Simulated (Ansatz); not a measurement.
## Ansatz (development build ahead of 0.2.0) run

```yaml
crystal:
  periodic: [false, false, false]
  atoms:
    - { symbol: C, position_ang: [0.0, 0.705, 0.0] }
    - { symbol: C, position_ang: [-1.34099, 1.14071, 0.0] }
    - { symbol: C, position_ang: [-2.16977, 0.0, 0.0] }
    - { symbol: C, position_ang: [-1.34099, -1.14071, 0.0] }
    - { symbol: C, position_ang: [0.0, -0.705, 0.0] }
    - { symbol: C, position_ang: [1.10238, 1.58412, 0.0] }
    - { symbol: C, position_ang: [2.47703, 1.27037, 0.0] }
    - { symbol: C, position_ang: [3.08881, 0.0, 0.0] }
    - { symbol: C, position_ang: [2.47703, -1.27037, 0.0] }
    - { symbol: C, position_ang: [1.10238, -1.58412, 0.0] }
    - { symbol: H, position_ang: [-1.67627, 2.17261, 0.0] }
    - { symbol: H, position_ang: [-3.25477, 0.0, 0.0] }
    - { symbol: H, position_ang: [-1.67627, -2.17261, 0.0] }
    - { symbol: H, position_ang: [0.86095, 2.64192, 0.0] }
    - { symbol: H, position_ang: [3.15352, 2.11865, 0.0] }
    - { symbol: H, position_ang: [4.17381, 0.0, 0.0] }
    - { symbol: H, position_ang: [3.15352, -2.11865, 0.0] }
    - { symbol: H, position_ang: [0.86095, -2.64192, 0.0] }
basis:
  gaussian: { orbitals: def2-TZVP }
hamiltonian:
  xc: hf
```

The input is written out in the form of the current development build from the run's settings.

The run gave:

| Item | Value |
| --- | --- |
| Converged | yes |
| Total energy | -383.40662 hartree |
| Spin squared of the determinant | 0.000 |
| Stability test | minimum among restricted orbitals |

Caution: in another basis set an unrestricted determinant lies well below.
